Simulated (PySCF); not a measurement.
## Dy⁶¹⁺: ionisation energy

Dy⁶¹⁺ [He] 2s2 2p1 (2P) → Dy⁶²⁺ [He] 2s2 (1S), as a difference of total energies. Computed with PySCF 2.14 in an even-tempered Gaussian basis (19 s from 37 bohr⁻², ratio 2.2; 13 p from 48 bohr⁻², ratio 2.2; 5 d from 180 bohr⁻², ratio 2.4; 5 f from 270 bohr⁻², ratio 2.4; 4 g from 400 bohr⁻², ratio 2.4), with scalar relativity by spin-free X2C-1e. Correlated levels: nothing frozen; virtual orbitals above 40 to 60 times the deepest correlated orbital energy dropped. The calculations carry no spin-orbit coupling.

```json
{"method": "UHF", "ionisation energy (eV)": "13903.3"}
{"method": "LDA", "ionisation energy (eV)": "13894.0"}
{"method": "PBE", "ionisation energy (eV)": "13904.9"}
{"method": "PBE0", "ionisation energy (eV)": "13904.7"}
{"method": "r2SCAN", "ionisation energy (eV)": "13908.0"}
{"method": "TPSS", "ionisation energy (eV)": "13908.7"}
{"method": "PW91", "ionisation energy (eV)": "13906.7"}
{"method": "MP2 (all electrons)", "ionisation energy (eV)": "13902.9"}
{"method": "SCS-MP2 (all electrons)", "ionisation energy (eV)": "13902.6"}
```

A first-order spin-orbit estimate (lowest level to lowest level, LS coupling) adds 549.5 eV.

For this ion Breit and QED terms and the two-electron picture change, all absent here, outweigh the differences among the correlated methods.

First order in ζ underestimates the shift of j = l − 1/2 levels at high Z.

For comparison: 14495 ± 12 eV (theoretical estimate listed by NIST; NIST Atomic Spectra Database, ionization energies).
